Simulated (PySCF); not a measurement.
## Fractional electron number in Nb⁺ (niobium, charge +1)

The 4d alpha orbital of [Kr] 4d4 is emptied in steps (occupation f), with all orbitals relaxed, ending at [Kr] 4d3. Computed with PySCF 2.14 in aug-cc-pVTZ-PP with ECP28MDF (6s6p5d3f2g, 88 functions), with scalar relativity through the core potential. The exact energy is a straight line in f; departures are measured from the line between the end points of the same method.

```tsv
f	BHandHLYP (eV)	wB97X (eV)
1	0.000	0.000
0.9	-0.168	-0.069
0.7	-0.398	-0.164
0.5	-0.479	-0.196
0.3	-0.407	-0.163
0.1	-0.176	-0.069
0	0.000	0.000
```

Problem. For wB97X, how does the orbital energy at f = 1 compare with the removal energy?

Solution. −ε = 13.081 eV against a total-energy difference of 13.832 eV. By Janak's theorem ε = ∂E/∂f, so the gap between them reflects the curvature. Along the path −ε is 13.208 (f = 0.9), 13.512 (f = 0.7), 13.834 (f = 0.5), 14.154 (f = 0.3), 14.450 (f = 0.1) eV.

| method | E(f=0) − E(f=1) (eV) | −ε at f=1 (eV) | −ε at f=0.5 (eV) |
| --- | --- | --- | --- |
| BHandHLYP | 13.893 | 12.037 | 13.868 |
| wB97X | 13.832 | 13.081 | 13.834 |

Reference removal energy between the ground levels: 14.32 eV (semi-empirical (NIST evaluation); NIST Atomic Spectra Database, ionization energies). The calculation has no spin-orbit coupling. The determinant left behind need not be the lowest term of the ion.
